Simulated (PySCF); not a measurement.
# Broadened absorption spectrum of C3H12AlN

Compound: C₃H₁₂AlN.
Atom-mapped SMILES: `[CH3:1][N+:2]([CH3:3])([CH3:4])[AlH3-:5]` (hydrogens: H6, H7, H8 on C1; H9, H10, H11 on C3; H12, H13, H14 on C4; H15, H16, H17 on Al5)

Geometry (PBE0-D3(BJ)/def2-SVP, Å), atoms numbered from 1 in this order:
```xyz
17
C3H12AlN angstrom
C     -0.3902   -0.8830    1.1736
N     -0.1445   -0.0464   -0.0060
C     -0.3303   -0.8253   -1.2351
C     -1.0285    1.1240    0.0010
Al     1.8246    0.6163    0.0584
H     -1.4271   -1.2633    1.1765
H     -0.2172   -0.2916    2.0829
H      0.3083   -1.7307    1.1711
H     -0.1136   -0.1908   -2.1051
H     -1.3651   -1.2043   -1.3078
H      0.3688   -1.6724   -1.2386
H     -2.0892    0.8165   -0.0156
H     -0.8370    1.7199    0.9038
H     -0.8162    1.7463   -0.8787
H      1.7976    1.4111    1.4576
H      2.5896   -0.7993    0.0303
H      1.8561    1.4972   -1.2880
```

The calculation used TDDFT B3LYP/def2-SVPD, vertical, gas phase, core orbitals frozen in the response in PySCF.

Each state is given a Gaussian of 0.3 eV full width at half maximum, with ε(max) = 2.175×10⁸ f / Δν̃ (Δν̃ the width in cm⁻¹). The width is an assumption, not a result. The curve ends short of the highest state used, and states not computed would add to its high-energy end.

```tsv
λ (nm)	ε (L mol⁻¹ cm⁻¹)
178.7	2235
179.9	2788
181.1	3047
182.3	2934
183.4	2546
184.6	1954
185.8	1357
187.0	892
188.2	638
189.4	628
190.5	843
191.7	1311
192.9	1976
194.1	2741
195.3	3458
196.5	3969
197.6	4152
198.8	4003
200.0	3540
201.2	2881
202.4	2163
203.6	1504
204.7	1009
205.9	609
207.1	343
208.3	181
209.5	89
210.7	41
211.8	19
213.0	8
```

Question: Locate the maxima and give the states behind the curve.

Answer: 198 nm (6.27 eV), ε about 4200, made up of S1 (50%) and S2 (50%); 181 nm (6.84 eV), ε about 3100, made up of S3 (50%) and S4 (50%) (ε in L mol⁻¹ cm⁻¹; maxima over ε = 5, shares over 10%). The states used: S1 6.27 eV (f 0.023); S2 6.27 eV (f 0.023); S3 6.84 eV (f 0.017); S4 6.84 eV (f 0.017); S5 7.33 eV (f 0.0000); S6 7.43 eV (f 0.012); S7 7.51 eV (f 0.0015); S8 7.51 eV (f 0.0018); S9 7.54 eV (f 0.012).

Question: On this curve, what absorbance would a 10⁻⁵ mol/L sample give at 193 nm over a 1 cm path?

Answer: 193 nm is 6.424 eV, where ε is about 2000 L mol⁻¹ cm⁻¹, so A = ε c l ≈ 0.02 (Beer–Lambert, with the gas-phase spectrum and the assumed width).

Question: What would ε be at 6.27 eV, the highest of these maxima, with half the width (0.15 eV)?

Answer: About 8300 L mol⁻¹ cm⁻¹ against 4150, a factor of about 2.00; a lone state at its own centre would give exactly 2.

Question: Coming from long wavelengths, where does ε first pass 100 L mol⁻¹ cm⁻¹?

Answer: At about 209 nm (5.92 eV), 0.35 eV below S1.

All these states lie below the vertical ionisation energy of 9.65 eV (ΔSCF).
